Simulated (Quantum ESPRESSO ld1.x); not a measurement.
Isoelectronic series with 11 electrons, all held in the configuration [Ne] 3s1, which need not be the ground one along the series. All-electron calculation, scalar-relativistic Kohn-Sham, LDA (Slater exchange, Perdew-Wang correlation), spin-polarised, spherical densities, point nucleus; open shells are filled with parallel spins first. Program: ld1.x of Quantum ESPRESSO 7.5. Total energies (hartree) and mean radii <r> (bohr) (* marks an orbital that is empty in some or all of the ions):

| ion | E (hartree) | 3s down* | 3s up | 2p down |
|---|---|---|---|---|
| S5+ | -390.9216 | 1.413 | 1.407 | 0.4377 |
| Sc10+ | -724.7326 | 0.9073 | 0.9063 | 0.3025 |
| Fe15+ | -1164.2092 | 0.6718 | 0.6716 | 0.2312 |
| Ga20+ | -1710.9995 | 0.5334 | 0.5335 | 0.1870 |
| Kr25+ | -2367.2142 | 0.4418 | 0.4419 | 0.1567 |
| Nb30+ | -3135.4539 | 0.3764 | 0.3765 | 0.1348 |
| Pd35+ | -4018.8587 | 0.3272 | 0.3273 | 0.1180 |
| Sb40+ | -5021.1765 | 0.2888 | 0.2889 | 0.1048 |
| Ba45+ | -6146.853 | 0.2578 | 0.2579 | 0.09416 |
| Pm50+ | -7401.148 | 0.2323 | 0.2324 | 0.08533 |
| Dy55+ | -8790.290 | 0.2108 | 0.2109 | 0.07790 |
| Lu60+ | -10321.678 | 0.1925 | 0.1925 | 0.07155 |
